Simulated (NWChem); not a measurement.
# 1,1-difluoroethane (C2H4F2); SMILES CC(F)F

```xyz
8

C     -0.1131     1.3665     0.0000
C      0.3508    -0.0603     0.0000
F     -0.1228    -0.7055    -1.0922
F     -0.1228    -0.7055     1.0922
H     -1.2122     1.3880     0.0000
H      0.2563     1.8863    -0.8945
H      0.2563     1.8863     0.8945
H      1.4515    -0.1625     0.0000
```
Atoms are numbered in this order, from 1.

Level: PBE0/def2-SVP (NWChem), optimised geometry, unscaled harmonic frequencies. 

| frequency (cm⁻¹) | IR intensity (km/mol) |
|---|---|
| 247 | 0.1 |
| 384 | 0.1 |
| 476 | 13.5 |
| 580 | 5.3 |
| 891 | 5.2 |
| 969 | 32.2 |
| 1157 | 28.4 |
| 1190 | 106.8 |
| 1194 | 169.3 |
| 1371 | 1.2 |
| 1404 | 40.2 |
| 1440 | 67.9 |
| 1461 | 37.7 |
| 1462 | 0.6 |
| 3079 | 24.2 |
| 3081 | 30.2 |
| 3190 | 5.7 |
| 3192 | 4.2 |

```yaml
zero_point_energy: 38.2 kcal/mol
thermal correction to the enthalpy at 298.15 K (with zero-point energy): 41.5 kcal/mol
heat capacity Cv: 13.7 cal/(mol K)
entropy at 298.15 K and 1 atm (symmetry number 1): 67.0 cal/(mol K)
dipole_moment: 2.07 D
```

Rigid rotor and harmonic oscillator.
